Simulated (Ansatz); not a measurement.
Calculated with Ansatz (gas phase, PBE0-D4/def2-TZVP geometries, no zero-point term in ΔE). CCSD(T)/CBS is the MP2 limit (def2-TZVPP, def2-QZVPP) plus CCSD(T) − MP2 in def2-TZVPP, frozen cores. Functionals use def2-TZVPP. B3LYP here is the variant with VWN-RPA as its local correlation; programs differ in this. def2 core potentials past Kr. For I, Ti outer-core shells are correlated without core-valence functions, which leaves a few kJ/mol of doubt a bond. Scalar relativity is left out up to krypton.

`[F][Ti]([F])([F])[Cl]` + `C=C(F)I` → `[F][Ti]([F])([Cl])[I]` + `C=C(F)F`  (formal exchange of groups at a Ti–F bond)

`[F][Ti]([F])([F])[Cl]`:

Z-matrix (Å, degrees):
```
Ti
F 1 1.736
F 1 1.736 2 109.2
Cl 1 2.175 2 109.7 3 120.3
F 1 1.736 2 109.2 3 -119.4
```

`C=C(F)I`:

```xyz
6

C    -0.197    0.759    0.165
C     0.230   -0.432   -0.204
F     1.197   -0.592   -1.099
I    -0.496   -2.242    0.513
H     0.250    1.645   -0.270
H    -0.984    0.861    0.896
```

`[F][Ti]([F])([Cl])[I]`:

Cartesian coordinates in Å:
```
F 1.198 -0.773 1.134
Ti 0.118 0.075 0.076
F -0.047 1.716 0.611
Cl 0.891 0.036 -1.950
I -2.159 -1.053 0.129
```

`C=C(F)F`:

```xyz
6

C    -0.138   -0.217   -0.685
C     0.110    0.173    0.546
F    -0.047    1.395    0.999
F     0.553   -0.602    1.510
H     0.023   -1.247   -0.962
H    -0.501    0.497   -1.408
```

| level | ΔE (kJ/mol) |
| --- | --- |
| BLYP-D4 | 36.1 |
| B3LYP-D4 | 28.3 |
| r2SCAN0-D4 | 18.1 |
| PBE0 | 21.4 |
| r2SCANh | 21.4 |
| HF/def2-SVP | 3.2 |
| HF/def2-QZVPP | 21.4 |
| CCSD/CBS(def2) | 35.6 |

(1) What does CCSD(T)/CBS give? (An estimate is asked.)

(2) What do rigid-rotor, harmonic-oscillator terms from PBE0-D4/def2-TZVP frequencies (298.15 K, 1 bar) make of the CCSD(T)/CBS value? (An estimate is asked.)

Largest T1 diagnostic among the species: 0.024, so the coupled-cluster value is less sure than usual.

## Answers

(1) Ansatz gave: +29.5 kJ/mol. The listed levels differ from it by 6.6, -1.2, -11.4, -8.1, -8.1, -26.3, -8.1, 6.1 kJ/mol.

(2) Ansatz gave: ΔZPE = +3.0 kJ/mol, ΔH = +32.7 kJ/mol, ΔS = 3 J/(mol·K), ΔG = +31.7 kJ/mol.

Leaving LDA and LC-ωPBE aside and taking each functional with its dispersion term where it has one, the values, not all of them listed here, spread over 20.4 kJ/mol, from PBE-QIDH to BLYP-D4. LDA lies −12.2 kJ/mol from PBE without D4. At CCSD(T), def2-SVP lies −17.6 kJ/mol from the extrapolated value and def2-TZVPP −1.7 kJ/mol.
